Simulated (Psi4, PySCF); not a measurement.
H4SiSn (SMILES [SiH3][SnH]), singlet, at a GFN2-xTB geometry (such geometries of metal compounds can be far from the true shape) (core potentials on Sn), atoms displaced at random by about 0.08 Å a coordinate. Base run: TPSS/def2-SVP, gradient (PySCF).

PySCF was given this input:
```python
from pyscf import gto, scf, dft

mol = gto.M(
    atom='''
Sn   -0.099467    0.462733    0.554634
H    -0.248212    1.710627   -0.939926
Si    0.112627   -1.637177   -1.270138
H     1.101428   -1.499642   -2.191231
H    -1.209281   -1.829279   -1.774869
H     0.504184   -2.799785   -0.438349
''',
    basis='def2-svp',
    ecp={'Sn': 'def2-svp'},
    charge=0,
    spin=0,
    verbose=4,
)

mf = dft.RKS(mol)
mf.xc = 'tpss'
mf.kernel()
g = mf.nuc_grad_method()
grad = g.kernel()
```

Programs used: Psi4, PySCF; a row that names a program was run with it.

The coordinate followed is x of atom 4.

Each row names what was changed in the base input (with any setting that the change needs).

```
change                                                  dE/dx (Eh/bohr)  net force (Eh/bohr)
------------------------------------------------------  ---------------  -------------------
base                                                          -0.041407             0.000035
grids.level = 5; grid_response = off                          -0.041408             0.000008
density fitting = on                                          -0.041415             0.000035
grid_response = on                                            -0.041407             0.000000
conv_tol = 1e-4                                               -0.041456             0.000035
grids.level = 1; grid_response = on                           -0.041402             0.000000
code = psi4                                                   -0.041416             0.000056
finite difference step (bohr) = 0.2; conv_tol = 1e-11         -0.042424                    -
finite difference step (bohr) = 0.01; conv_tol = 1e-11        -0.041410                    -
conv_tol = 1e-11                                              -0.041407             0.000035
grids.level = 0; grid_response = on                           -0.042263             0.000000
finite difference step (bohr) = 1e-5; conv_tol = 1e-11        -0.041407                    -
```

The net force is zero for an exact gradient.
